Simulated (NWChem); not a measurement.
ClIn in NWChem

```xyz
2

In     0.0000     0.0000    -0.6307
Cl     0.0000     0.0000     1.8179
```
Charge 0, spin multiplicity 1.

Program: NWChem. Structure: optimised with PBE/def2-SVP with def2 effective core potentials on In, a minimum by its harmonic frequencies.

The field's frequency is 0.0428 Ha (1065 nm).

Effective core potentials replace the inner electrons of In; spin-orbit coupling is left out. The correlated methods keep 9 core orbitals frozen. The structure started from a generated list of species.

Task: Give the polarisability tensor in bohr³ at CCSD linear response/def2-SVPD with def2 effective core potentials on In, 9 core orbitals frozen, in the frame of the coordinates, and its isotropic mean.

Result: 
```
52.79   0.00   0.00
 0.00  52.79   0.00
 0.00   0.00  79.47
```
Mean (one third of the trace): 61.68 bohr³.
